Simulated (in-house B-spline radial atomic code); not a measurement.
**Neutral rubidium: [Ar] 3d10 4s2 4p5 5s2 (an excited or competing configuration)**

All numbers are computed (Dirac-Hartree-Fock, average of configuration; Fermi nucleus of rms radius 4.2036 fm) with a B-spline radial code for spherical atoms, not measured.

Z_r = [3n² - l(l+1)]/(2<r>); Z_e = n√(-2ε); the last column is Slater's effective charge. Values are occupation-weighted means over j. An effective charge above Z reflects the relativistic contraction of the inner shells.

```csv
shell,electrons,ε (eV),<r> (bohr),Z_r,Z_e,Slater
1s,2,-15303,0.04028,37.24,33.54,36.70
2s,2,-2115.8,0.1771,33.89,24.94,32.85
2p,6,-1871.2,0.155,32.26,23.45,32.85
3s,2,-348.49,0.5071,26.62,15.18,25.75
3p,6,-267.38,0.5163,24.21,13.30,25.75
3d,10,-132.92,0.5224,20.10,9.38,15.85
4s,2,-47.32,1.439,16.68,7.46,9.60
4p,5,-27.069,1.664,13.83,5.64,9.60
5s,2,-4.7504,4.733,7.92,2.95,2.70
```

The least bound orbital is 5s1/2 at -4.75 eV, and it is also the most diffuse (<r> = 4.733 bohr). The part-filled 4p shell lies below the filled 5s shell in orbital energy.

Spin-orbit splittings of the orbital energies (j = l + 1/2 above j = l - 1/2 when positive): 2p 61.29 eV, 3p 9.616 eV, 3d 1.633 eV, 4p 1.024 eV.

For the 1s electron the small component carries 1.81 % of the norm, the zero-frequency Breit interaction raises the level by 25.77 eV, self-energy by 13.74 eV, and vacuum polarisation lowers it by 1.455 eV.
